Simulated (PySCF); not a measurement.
## Magnetisability: `CS[Si@@]1(C)C[C@@H]1CC=O`, C$_{6}$H$_{12}$OSSi

Molfile (atoms numbered from 1):
```
C6H12OSSi
     RDKit          3D

 21 21  0  0  0  0  0  0  0  0999 V2000
    2.8161    0.0160    1.4408 C   0  0  0  0  0  0  0  0  0  0  0  0
    2.6738   -0.3711   -0.3363 S   0  0  0  0  0  0  0  0  0  0  0  0
    0.6316    0.2241   -0.6355 Si  0  0  1  0  0  4  0  0  0  0  0  0
    0.2321    1.9747   -0.0366 C   0  0  0  0  0  0  0  0  0  0  0  0
   -0.2438   -0.4918   -2.1422 C   0  0  0  0  0  0  0  0  0  0  0  0
   -0.6499   -1.1532   -0.8078 C   0  0  2  0  0  0  0  0  0  0  0  0
   -2.0439   -0.9414   -0.2797 C   0  0  0  0  0  0  0  0  0  0  0  0
   -2.0408   -0.5420    1.1679 C   0  0  0  0  0  0  0  0  0  0  0  0
   -1.0727   -0.1948    1.7858 O   0  0  0  0  0  0  0  0  0  0  0  0
    2.8154    1.0933    1.5733 H   0  0  0  0  0  0  0  0  0  0  0  0
    1.9938   -0.4371    1.9832 H   0  0  0  0  0  0  0  0  0  0  0  0
    3.7624   -0.3969    1.7740 H   0  0  0  0  0  0  0  0  0  0  0  0
    0.9806    2.6795   -0.3876 H   0  0  0  0  0  0  0  0  0  0  0  0
    0.2106    2.0119    1.0481 H   0  0  0  0  0  0  0  0  0  0  0  0
   -0.7367    2.2984   -0.4015 H   0  0  0  0  0  0  0  0  0  0  0  0
   -1.0194    0.0895   -2.6215 H   0  0  0  0  0  0  0  0  0  0  0  0
    0.2579   -1.1364   -2.8480 H   0  0  0  0  0  0  0  0  0  0  0  0
   -0.3243   -2.1823   -0.7115 H   0  0  0  0  0  0  0  0  0  0  0  0
   -2.6754   -1.8262   -0.3959 H   0  0  0  0  0  0  0  0  0  0  0  0
   -2.5384   -0.1254   -0.8172 H   0  0  0  0  0  0  0  0  0  0  0  0
   -3.0379   -0.5719    1.6477 H   0  0  0  0  0  0  0  0  0  0  0  0
  1  2  1  0
  3  2  1  6
  3  4  1  0
  3  5  1  0
  5  6  1  0
  6  7  1  0
  7  8  1  0
  8  9  2  0
  6  3  1  0
  1 10  1  0
  1 11  1  0
  1 12  1  0
  4 13  1  0
  4 14  1  0
  4 15  1  0
  5 16  1  0
  5 17  1  0
  6 18  1  6
  7 19  1  0
  7 20  1  0
  8 21  1  0
M  END
```

Theory: PySCF 2.14.0, GIAO B3LYP/pcSseg-1 magnetisability, rotational g tensor and spin-rotation constants, non-relativistic, gas phase. Geometry: GFN2-xTB.

Problem. How diamagnetic is it, and how anisotropic?

Solution. Isotropic -1753 × 10⁻³⁰ J/T², or -105.6 × 10⁻⁶ cm³/mol; principal values -1906, -1816, -1537 × 10⁻³⁰ J/T², anisotropy 333 × 10⁻³⁰ J/T² (root of half the summed squared differences of the principal values). The susceptibility is in cgs units.

Problem. Split it along the inertial axes a, b, c into diamagnetic and paramagnetic parts about the centre of mass, with the quadrupole moment.

Solution. 
| axis | χ (10⁻⁶ cm³/mol) | diamagnetic (10⁻⁶ cm³/mol) | paramagnetic (10⁻⁶ cm³/mol) | summed x² of all electrons (Å²) | quadrupole Θ (D Å) |
| --- | --- | --- | --- | --- | --- |
| a | -98.1 | -899.0 | 800.9 | 287.2 | +6.62 |
| b | -105.8 | -1551.3 | 1445.5 | 133.4 | -7.12 |
| c | -112.9 | -1784.2 | 1671.4 | 78.5 | +0.49 |

Anisotropies 2χaa − χbb − χcc = +22.5 and 2χbb − χaa − χcc = -0.6 × 10⁻⁶ cm³/mol. Θ is traceless in Buckingham's convention.

Problem. And the rotational g tensor?

Solution. 
| axis | rotational constant (GHz) | g | nuclear part | electronic part |
| --- | --- | --- | --- | --- |
| a | 1.6489 | -0.0222 | 0.5983 | -0.6204 |
| b | 0.8480 | -0.0051 | 0.5708 | -0.5759 |
| c | 0.7248 | -0.0035 | 0.5656 | -0.5691 |

Asymmetric top; isotopes 12C, 1H, 16O, 32S, 28Si; no vibrational averaging.
